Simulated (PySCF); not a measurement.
From computed data to an observable: chemical shift, span and skew from a shielding tensor

C4H6ClF, SMILES CC/C(Cl)=C\F. Atoms are numbered in the order given.

```xyz
12

C     -2.2543    -0.2451     0.0324
C     -0.9225    -0.9186    -0.3025
C      0.2702    -0.0685    -0.0051
Cl     0.5343     0.3536     1.6704
C      1.1402     0.4079    -0.9057
F      1.0000     0.1296    -2.2092
H     -2.3004     0.0239     1.0985
H     -3.0950    -0.9205    -0.1867
H     -2.3895     0.6753    -0.5565
H     -0.8286    -1.8621     0.2652
H     -0.8789    -1.1810    -1.3717
H      2.0078     1.0321    -0.6765
```

Geometry optimised at r2SCAN-D4/def2-SVP. The structure was generated by enumeration; whether it is a known compound was not checked. Other conformers were not sampled.

GIAO shieldings from PBE/pcSseg-1 (PySCF), non-relativistic, no solvent. The symmetric part of the tensor of F6 has the principal values 201.7, 246.2, 375.0 ppm. The same nucleus in CFCl3 has σ = 133.6 ppm at this level (PySCF, at its B3LYP-D3(BJ)/def2-TZVP geometry). Without spin–orbit terms, shifts of atoms bonded to Cl or Br come out too high.

Question: Work out the isotropic shielding, the ¹⁹F shift against CFCl3, the span and the skew.

Answer: 
σ(iso) = (σ11 + σ22 + σ33)/3 = 274.3 ppm. δ = σ(ref) − σ(iso) = 133.6 − (274.3) = -140.7 ppm.
Span Ω = σ33 − σ11 = 173.3 ppm. Skew κ = 3(σ(iso) − σ22)/Ω = 0.49. Tumbling in solution averages the tensor to δ; in a static solid the shielding alone would spread this spin-1/2 line over Ω.
